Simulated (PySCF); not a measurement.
Radiative rates from a computed spectrum

Compound: C3H11NP2Si.
Atom-mapped SMILES: `[CH2:1]=[CH:2][N:3]([CH3:4])[SiH:5]([PH2:6])[PH2:7]` (hydrogens: H8, H9 on C1; H10 on C2; H11, H12, H13 on C4; H14 on Si5; H15, H16 on P6; H17, H18 on P7)

Cartesian coordinates in Å at the GFN2-xTB level; atoms count from 1:
```xyz
18
C3H11NP2Si angstrom
C     -2.5816    0.9891    0.5338
C     -1.2637    0.9290    0.3992
N     -0.5214   -0.1193   -0.1097
C     -1.2422   -1.3065   -0.5001
Si     1.1550    0.0638   -0.5025
P      2.0818   -1.9889   -0.3823
P      1.9519    1.6025    0.9353
H     -3.0390    1.8599    0.9656
H     -3.2458    0.2023    0.2269
H     -0.6475    1.7623    0.7190
H     -1.8426   -1.6728    0.3353
H     -0.5304   -2.0793   -0.7877
H     -1.9029   -1.1059   -1.3476
H      1.3217    0.4680   -1.9190
H      1.8634   -2.1502    0.9744
H      3.3688   -1.5317   -0.1777
H      3.2723    1.4211    0.5643
H      1.7936    2.6628    0.0610
```

Computed with PySCF, TDDFT B3LYP/def2-SVPD, vertical, gas phase, core orbitals frozen in the response.

Computed singlets with f of 0.002 or more:

| state | ν̃ (cm⁻¹) | f |
| --- | --- | --- |
| S1 | 38080 | 0.019 |
| S2 | 40450 | 0.025 |
| S3 | 42440 | 0.022 |
| S4 | 43820 | 0.027 |
| S5 | 45390 | 0.019 |
| S6 | 47690 | 0.028 |
| S7 | 48300 | 0.081 |
| S8 | 48950 | 0.016 |

**Question.** Turn these into Einstein A coefficients, radiative lifetimes, transition dipoles and integrated cross-sections.

**Answer.** Relations used (vacuum, state to state): A = 0.6670 f ν̃² s⁻¹ (ν̃ in cm⁻¹); τ = 1/A; f = (2/3) ΔE |μ|² in atomic units; ∫σ dE = 109.76 f Mb·eV.

```tsv
state	A (s⁻¹)	τ	|μ| (D)	∫σ dE (Mb·eV)
S1	1.8×10⁷	55 ns	1.03	2.1
S2	2.7×10⁷	37 ns	1.15	2.7
S3	2.7×10⁷	37 ns	1.06	2.4
S4	3.5×10⁷	29 ns	1.15	3
S5	2.7×10⁷	38 ns	0.95	2.1
S6	4.2×10⁷	24 ns	1.11	3
S7	1.3×10⁸	7.9 ns	1.89	8.9
S8	2.6×10⁷	38 ns	0.84	1.8
```

These lifetimes count emission to the ground state at the vertical energy alone; relaxation of the geometry and all other decay channels are left out.

**Question.** What is the integrated cross-section of all computed states together?

**Answer.** Σf = 0.238 over S1 to S8, so 109.76 × Σf ≈ 26.1 Mb·eV.

**Question.** Suppose S1 emitted 0.3 eV lower with the same transition dipole. How would A change?

**Answer.** At fixed |μ|, A goes as the cube of the energy: (4.42/4.72)³ = 0.82, which makes τ about 67 ns.

**Question.** By what factor does the largest A in the list exceed the smallest?

**Answer.** S7 has 6.9 times the rate of S1.

One conformer stands for the species.
